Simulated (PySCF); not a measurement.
Two species compared at the same levels of theory.

First species: C5H10AsN.
Atom-mapped SMILES: `[CH3:1][CH2:2][As:3]([CH3:4])[CH2:5][C:6]#[N:7]` (hydrogens: H8, H9, H10 on C1; H11, H12 on C2; H13, H14, H15 on C4; H16, H17 on C5)

Second species: C4H12N2.
SMILES with atom numbers: `[CH3:1][CH:2]([CH2:3][NH2:4])[CH2:5][NH2:6]` (hydrogens: H7, H8, H9 on C1; H10 on C2; H11, H12 on C3; H13, H14 on N4; H15, H16 on C5; H17, H18 on N6)

Levels: PBE0/def2-SVPD for dipole moment, HOMO energy, LUMO energy, HOMO–LUMO gap, static isotropic polarisability and electronic spatial extent ⟨r²⟩ about the centre of nuclear charge; TDDFT PBE0/def2-SVPD for lowest singlet excitation; PBE0-D3(BJ)/def2-SVP for rotational constant A and rotational constant C. Geometries: PBE0-D3(BJ)/def2-SVP. Each structure is a single optimised conformer of the isolated species, non-relativistic unless stated. Electronic properties by PySCF.

The conformers computed, where there is a choice (atom-mapped SMILES and torsion angles):
- `[CH3:1][CH2:2][As:3]([CH3:4])[CH2:5][C:6]#[N:7]`: C1–C2–As3–C4 178°, C2–As3–C5–C6 -74°
- `[CH3:1][CH:2]([CH2:3][NH2:4])[CH2:5][NH2:6]`: C1–C2–C3–N4 60°, C1–C2–C5–N6 -59°, H–N4–C3–C2 -174°, H–N4–C3–C2 68°, H–N6–C5–C2 -56°, H–N6–C5–C2 62°

Values for the first species:

* Dipole moment: 4.67 D
* HOMO energy: -7.16 eV
* LUMO energy: -0.03 eV
* HOMO–LUMO gap: 7.13 eV
* Lowest singlet excitation: 6.00 eV
* Static isotropic polarisability: 97.0 au
* Electronic spatial extent ⟨r²⟩ about the centre of nuclear charge: 1204 bohr²
* Rotational constant A: 2.365 GHz
* Rotational constant C: 1.020 GHz

**Question.** Estimate the same properties for the second species, and the change in each.

**Answer.** 
| property | first | second | second less first |
| --- | --- | --- | --- |
| dipole moment | 4.67 D | 1.55 D | -3.12 D |
| HOMO energy | -7.16 eV | -6.77 eV | +0.39 eV |
| LUMO energy | -0.03 eV | 0.68 eV | +0.71 eV |
| HOMO–LUMO gap | 7.13 eV | 7.45 eV | +0.32 eV |
| lowest singlet excitation | 6.00 eV | 6.22 eV | +0.22 eV |
| static isotropic polarisability | 97.0 au | 69.3 au | -27.7 au |
| electronic spatial extent ⟨r²⟩ about the centre of nuclear charge | 1204 bohr² | 789 bohr² | -415 bohr² |
| rotational constant A | 2.365 GHz | 6.935 GHz | +4.570 GHz |
| rotational constant C | 1.020 GHz | 1.634 GHz | +0.614 GHz |

On the first: S1 lies 1.13 eV below the HOMO–LUMO gap; its leading configuration is HOMO→LUMO, weight 0.97. The principal polarisabilities are 79.0, 96.2 and 115.8 au; their mean is the isotropic value. Relativistic effects, spin–orbit coupling among them, are left out although an element past zinc is present.

On the second: The dipole matches unit charges of opposite sign 0.32 Å apart (1 e·Å = 4.8032 D). No computed singlet falls in the visible range (750 to 380 nm, 1.65 to 3.26 eV); S1 lies 2.96 eV above its blue end.
